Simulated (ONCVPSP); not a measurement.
## Logarithmic derivatives: Pm (Z = 61), ONCV

```
Element                 : Pm (Z = 61)
Generator               : ONCVPSP 4.0.1
Type                    : optimised norm-conserving Vanderbilt (ONCV)
Functional              : PBE
Relativity              : scalar-relativistic
Frozen core             : [Kr] 4d10
Valence charge          : 15
Reference configuration : 4f5 5s2 5p6 6s1.75 6p0.25
Partial waves           : 5s+6s: rc 2.15 bohr, ncon 4, nbas 9, qcut 5 1/bohr, 3 projectors, debl 0.8 Ha; 5p+6p: rc 3.35 bohr, ncon 4, nbas 7, qcut 4.2 1/bohr, 2 projectors; d scattering state at 0.45 Ha: rc 3.40 bohr, ncon 4, nbas 8, qcut 2.8 1/bohr, 2 projectors, debl 1.4 Ha; 4f: rc 1.25 bohr, ncon 4, nbas 9, qcut 13.9 1/bohr, 2 projectors, debl 1.4 Ha
Local potential         : polynomial inside 1.00 bohr (lpopt 2, dvloc0 6 Ha)
Core correction         : none
```

In the d channel the program set the typed energies aside and used -0.075, 1.325 Ha.

The phase is arctan(r·R′/R) of the radial function R(r), unwrapped; energies in Ha, scanned from -3 to 5 Ha. A pole is an energy at which the radial function vanishes at the test radius. The pseudo phase is shifted by a multiple of π to meet the all-electron one at the reference energy, and phase errors are pseudo minus all-electron; the curves can meet again beyond the range given. Levels narrower than the energy grid can be missing from the lists of poles.

Q: For each channel, where are the poles, and over which energies does the pseudopotential scatter like the atom?

A:

| channel | radius (bohr) | reference energy (Ha) | poles, all-electron | poles, pseudo | unbroken range about the reference energy with phases within 0.05 rad | phase error 1 Ha above the reference energy (rad) |
| --- | --- | --- | --- | --- | --- | --- |
| s | 2.18 | -0.14 | -1.19, 4.49 | -1.19, 4.48 | the whole range | +0.000 |
| p | 3.39 | -0.05 | -0.81, 1.24, 4.28 | -0.81, 1.23, 3.82 | below 2.2 | -0.001 |
| d | 3.45 | -0.08 | 0.16, 2.04 | 0.16, 2.08 | below 2.7 | +0.017 |
| f | 1.27 | -0.09 | 0.93 | 0.93 | the whole range | +0.000 |

Phases in the d channel:

```
E (Ha)  all-electron  pseudo
 -2.98         1.435   1.435
 -2.76         1.429   1.429
 -2.54         1.421   1.421
 -2.32         1.413   1.413
 -2.10         1.403   1.404
 -1.88         1.392   1.392
 -1.66         1.377   1.377
 -1.44         1.359   1.359
 -1.22         1.334   1.335
 -1.00         1.299   1.300
 -0.78         1.243   1.244
 -0.56         1.134   1.136
 -0.34         0.802   0.805
 -0.12        -0.803  -0.803
  0.10        -1.502  -1.501
  0.32        -1.721  -1.718
  0.54        -1.957  -1.948
  0.76        -2.663  -2.631
  0.98        -4.031  -4.022
  1.20        -4.419  -4.418
  1.42        -4.555  -4.555
  1.64        -4.628  -4.627
  1.86        -4.678  -4.675
  2.08        -4.719  -4.712
  2.30        -4.758  -4.745
  2.52        -4.803  -4.779
  2.74        -4.865  -4.816
  2.96        -4.983  -4.863
  3.18        -5.357  -4.934
  3.40        -6.926  -5.065
  3.62        -7.520  -5.400
  3.84        -7.667  -6.471
  4.06        -7.734  -7.291
  4.28        -7.774  -7.535
  4.50        -7.802  -7.640
  4.72        -7.824  -7.700
  4.94        -7.843  -7.741
```
